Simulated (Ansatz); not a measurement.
Cost and result up the ladder for Si₈O₂₆H₂₀ (54 atoms). Total charge 0; singlet. Geometry: PBE-D4/def2-SVP.

Cartesian coordinates in Å:
```
Si -1.044 0.321 -0.620
Si -2.467 -1.791 1.278
Si -1.052 1.438 -3.376
Si 1.593 -0.856 3.092
Si 1.471 -2.860 -1.217
Si 0.794 2.697 0.457
Si 1.618 0.102 -2.308
Si -2.817 1.117 1.804
O 2.645 -4.025 -1.197
O 0.825 -2.679 0.297
O -1.637 -2.741 2.334
O 0.371 -3.127 -2.417
O 2.483 -1.489 -1.588
O 2.793 1.088 -1.713
O 0.224 -0.512 -1.620
O 1.915 -0.396 -3.858
O 0.578 1.737 -2.954
O 1.903 -2.444 2.782
O 2.418 -0.402 4.457
O -0.076 -0.720 3.277
O -1.422 -1.184 0.103
O 2.067 0.215 1.892
O 2.454 2.563 0.639
O 0.046 3.459 1.700
O 0.264 1.164 0.138
O 0.588 3.526 -1.010
O -1.801 2.807 -3.926
O -3.613 -2.685 0.489
O -1.834 0.862 -2.052
O -0.779 0.385 -4.637
O -3.156 -0.488 2.085
O -1.622 1.641 2.924
O -2.207 1.272 0.311
O -4.108 2.079 2.189
H 2.377 -4.907 -0.889
H -0.051 -2.190 0.278
H -1.033 -2.172 2.884
H -0.163 -2.306 -2.513
H 3.392 -1.695 -1.882
H 2.756 1.540 -0.833
H 1.207 -0.118 -4.476
H 0.712 2.524 -2.332
H 1.546 -2.730 1.901
H 2.848 -1.156 4.898
H -0.498 0.173 3.263
H 1.422 0.249 1.141
H 2.654 1.895 1.348
H -0.590 2.879 2.197
H 0.890 4.452 -1.028
H -2.395 3.204 -3.263
H -3.957 -3.428 1.015
H -1.560 -0.021 -5.051
H -2.009 1.947 3.768
H -4.962 1.787 1.823
```

Ansatz on 2 threads of AMD EPYC 7R13 on a shared host and a share (18 GiB) of an NVIDIA H100 80GB HBM3. Times are rough, and most runs start from the orbitals of an earlier one. PBE0-D4/def2-SVP serves as the yardstick here, not as an exact answer. Differences are given only for rows in sets of like size (and for xTB, whose basis is part of the method), since another set adds its own error. Binding counts from free atoms at the same level (Si triplet, O triplet, H doublet; other spins of the atoms weren't run), without zero-point energy or a counterpoise term.

Single mean-field runs in def2-SVP, def2-mTZVP are fitted with def2-universal-jkfit. In the singlet geometry the species has come apart into loosely held pieces.

```json
{"level": "HF/STO-3G", "functions": "222", "wall time": "3.4 s", "binding energy per atom (eV)": "2.67", "difference from PBE0-D4/def2-SVP (eV)": "–"}
{"level": "PBE-D4/def2-SVP", "functions": "608", "wall time": "4.7 s", "binding energy per atom (eV)": "4.70", "difference from PBE0-D4/def2-SVP (eV)": "0.16"}
{"level": "LDA (SPW92)/def2-SVP", "functions": "608", "wall time": "4.9 s", "binding energy per atom (eV)": "5.40", "difference from PBE0-D4/def2-SVP (eV)": "0.86"}
{"level": "BLYP-D4/def2-SVP", "functions": "608", "wall time": "7 s", "binding energy per atom (eV)": "4.63", "difference from PBE0-D4/def2-SVP (eV)": "0.09"}
{"level": "r2SCANh-D4/def2-SVP", "functions": "608", "wall time": "7.5 s", "binding energy per atom (eV)": "4.56", "difference from PBE0-D4/def2-SVP (eV)": "0.02"}
{"level": "PBE0-D4/def2-SVP (with forces)", "functions": "608", "wall time": "8 s", "binding energy per atom (eV)": "4.54", "difference from PBE0-D4/def2-SVP (eV)": "0.00"}
{"level": "r2SCAN-D4/def2-SVP (with forces)", "functions": "608", "wall time": "8.5 s", "binding energy per atom (eV)": "4.61", "difference from PBE0-D4/def2-SVP (eV)": "0.07"}
{"level": "r2SCAN-D4/def2-mTZVP", "functions": "860", "wall time": "12 s", "binding energy per atom (eV)": "4.57", "difference from PBE0-D4/def2-SVP (eV)": "–"}
```
